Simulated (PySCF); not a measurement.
BrPb, doublet, geometry from GFN2-xTB (such geometries of metal compounds can be far from the true shape) (the spin is typed, not shown lowest) (core potentials on Pb), atoms displaced at random by about 0.03 Å a coordinate. Base run: PBE0/def2-SVP, gradient run with PySCF.

Here is a job for PySCF.
```python
from pyscf import gto, scf, dft

mol = gto.M(
    atom='''
Pb    0.00036993   -0.00134203   -0.76228969
Br    0.01599417   -0.03960841    1.82950380
''',
    basis='def2-svp',
    ecp={'Pb': 'def2-svp'},
    spin=1,
    verbose=4,
)

mf = dft.UKS(mol)
mf.xc = 'pbe0'
mf.kernel()
g = mf.nuc_grad_method()
grad = g.kernel()
```

The coordinate followed is z of atom 1.

Each row names what was changed in the base input (with any setting that the change needs).

```tsv
change	dE/dx (Eh/bohr)	net force (Eh/bohr)
base	0.008106	0.000029
conv_tol = 1e-11	0.008107	0.000029
density fitting = on; auxbasis_response = off	0.008117	0.000037
finite difference step (bohr) = 0.05; conv_tol = 1e-11	0.008201	-
density fitting = on	0.008107	0.000029
finite difference step (bohr) = 1e-3; conv_tol = 1e-11	0.008106	-
grids.level = 5; grid_response = on	0.008106	0.000000
finite difference step (bohr) = 1e-4; conv_tol = 1e-11	0.008106	-
conv_tol = 1e-6	0.008119	0.000029
grids.level = 1; grid_response = on	0.008078	0.000000
grids.level = 5; grid_response = off	0.008104	0.000006
grids.level = 0; grid_response = off	0.008003	0.001188
```

The net force is zero for an exact gradient.

Open shells are given as the SCF converged; they aren't shown to be the lowest states, and a large step between rows can be another state.
